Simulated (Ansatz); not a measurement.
The cluster Hg5⁺, 5 atoms. Hardware: 4 threads of Arm Neoverse V2 on a shared host.

In the def2 sets Hg takes a core potential; there is no spin–orbit coupling. Correlated methods freeze no core orbitals; core or outer-core shells of Hg are correlated, in sets that lack core-valence functions.

Problem. How many basis functions does each of these Ansatz runs have, and roughly what does it cost? PBE/def2-SVP, charge 1 doublet, energy, from earlier orbitals; PBE0/def2-SVP, charge 1 doublet, energy, from earlier orbitals; PBE0/def2-TZVP, charge 1 doublet, energy, from earlier orbitals; PBE/def2-TZVP, charge 1 doublet, energy and forces, from earlier orbitals; MP2/def2-TZVP, charge 1 doublet, energy, from earlier orbitals; PBE0/def2-SVP, charge 1 doublet, relaxation, 4 steps; RPA@PBE/def2-TZVP, charge 1 doublet, energy, from earlier orbitals; BLYP/def2-TZVP, charge 1 doublet, energy, from earlier orbitals; PBE/def2-SVP, charge 1 doublet, energy with a search over starts; r2SCAN/def2-TZVP, charge 1 doublet, energy, from earlier orbitals; B3LYP/def2-TZVP, charge 1 doublet, energy, from earlier orbitals; B2PLYP/def2-TZVP, charge 1 doublet, energy, from earlier orbitals.

Solution. Other jobs shared the machine, so times can vary by a factor of up to 3. A dash marks memory too small to be measured apart from the calling script's.

| run | functions | fitting or Cholesky vectors | wall time | peak host memory (GiB) |
| --- | --- | --- | --- | --- |
| PBE/def2-SVP, charge 1 doublet, energy, from earlier orbitals | 160 | 1565 | 4.3 s | – |
| PBE0/def2-SVP, charge 1 doublet, energy, from earlier orbitals | 160 | 1630 | 7 s | 0.75 |
| PBE/def2-SVP, charge 1 doublet, energy with a search over starts | 160 | 1565 | 7.5 s | – |
| PBE/def2-TZVP, charge 1 doublet, energy and forces, from earlier orbitals | 215 | 1950 | 8 s | – |
| BLYP/def2-TZVP, charge 1 doublet, energy, from earlier orbitals | 215 | 1950 | 8.5 s | – |
| PBE0/def2-TZVP, charge 1 doublet, energy, from earlier orbitals | 215 | 1865 | 12 s | 1 |
| MP2/def2-TZVP, charge 1 doublet, energy, from earlier orbitals | 215 | 1865 | 14 s | 0.98 |
| r2SCAN/def2-TZVP, charge 1 doublet, energy, from earlier orbitals | 215 | 1950 | 15 s | 0.6 |
| B3LYP/def2-TZVP, charge 1 doublet, energy, from earlier orbitals | 215 | 2095 | 15 s | 1.2 |
| RPA@PBE/def2-TZVP, charge 1 doublet, energy, from earlier orbitals | 215 | 1865 | 19 s | 0.92 |
| B2PLYP/def2-TZVP, charge 1 doublet, energy, from earlier orbitals | 215 | 1865 | 19 s | 1 |
| PBE0/def2-SVP, charge 1 doublet, relaxation, 4 steps | 160 | 1775 | 24 s | 0.73 |
